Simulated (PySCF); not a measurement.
# NaTe at UHF-MP2

Computed with UHF-MP2; PySCF, scalar-relativistic core potentials, basis sets Na cc-pVDZ, Te cc-pVDZ-PP with ECP28.

- state: ²Π (doublet), unpaired electrons π ↑
- bond length: 2.855 Å
- harmonic wavenumber: 233 cm⁻¹
- force constant: 0.626 mdyn/Å
- rotational constant Be: 0.1059 cm⁻¹
- anharmonicity ωexe: 0.652 cm⁻¹
- vibration–rotation constant αe: 0.000485 cm⁻¹
- well depth De to Na + Te: 42.8 kcal/mol
- dissociation energy D0: 42.5 kcal/mol

Correlated steps freeze 5 core orbitals. Correlated levels converge slowly with the basis: in double zeta they bind strong bonds too weakly, by up to about 1 eV, and carry superposition errors of some tenths. These are scalar-relativistic numbers at best; spin–orbit coupling would shift them, the dissociation energy most. The state was picked by a PBE0 search and need not be the measured ground state.
